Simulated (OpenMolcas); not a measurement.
## 5s² 5p along the 49-electron sequence

```yaml
Program: OpenMolcas 26.06
Method: CASSCF
Basis: ANO-RCC-VQZP
Scalar_Hamiltonian: DKH2, point nucleus
Spin-orbit_coupling: RASSI with atomic mean-field integrals over the reference wave functions, term energies averaged over their components
```

Active space for each ion: 3 electrons in 4 orbitals (5s 5p).

Computed levels in cm-1 above ²P°_1/2:

```tsv
Level	Sb2+	Te3+	I4+	Xe5+
²P°_3/2	5614	7886	10487	13573
weight of ²P° in the lowest level (%)	100	100	100	100
```

Measured, with the error of the calculation in %. Measured levels: Sb2+, Te3+ from Moore, Atomic Energy Levels, vol. III, NSRDS-NBS 35 (1971 reprint of NBS Circular 467, 1958); Xe5+ from Saloman, J. Phys. Chem. Ref. Data 33, 765 (2004).

| Level | Sb2+ | Te3+ | Xe5+ |
| --- | --- | --- | --- |
| ²P°_3/2 | 6576 (-14.6) | 9223 (-14.5) | 15599 (-13.0) |

The fine-structure level ²P°_3/2 changes by a factor of 2.42 from Sb2+ to Xe5+. Its fourth root runs 8.66, 9.42, 10.12, 10.79, with steps per unit of Z of 0.77, 0.70, 0.67; equal steps would mean a (Z - σ)^4 law with constant σ.

Computed and measured levels are paired by configuration, term and J; levels that our copy of the source lacks, or whose pairing is in doubt (as where it misses far off the trend of its configuration), stay unpaired and out of the deviations. Only configurations of the active space appear.

° marks odd parity.
